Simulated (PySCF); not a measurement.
**How methods differ on the excitation energy of Si**

Si [Ne] 3s2 3p2 (3P) → Si [Ne] 3s1 3p2 4s1 (5P), as a difference of total energies. Calculation: PySCF 2.14, in aug-cc-pV(T+d)Z with one added diffuse shell each of s, p, d, f type (7s6p5d3f, 71 functions); the non-relativistic Hamiltonian (point nucleus). Correlated levels: valence: [Ne] frozen. The calculations carry no spin-orbit coupling.

```
           method  excitation energy (eV)
              UHF                   8.424
              LDA                  10.049
              PBE                   9.963
             PBE0                   9.889
           r2SCAN                   9.670
            M06-L                  10.280
          r2SCAN0                   9.696
           B2PLYP                  10.119
           revPBE                   9.900
    MP2 (valence)                   9.564
SCS-MP2 (valence)                   9.907
```

Problem. How much does correlation contribute at MP2 (valence)?

Solution. 9.564 − (8.424) = 1.140 eV, measured against UHF.

The upper state lies above the first ionisation limit, but in LS coupling its spin forbids autoionisation to the ground ion. A Rydberg-like electron needs more diffuse functions than a valence basis has.

The promoted electron is Rydberg-like, and one or two diffuse shells describe it only roughly, which tends to raise the upper state.
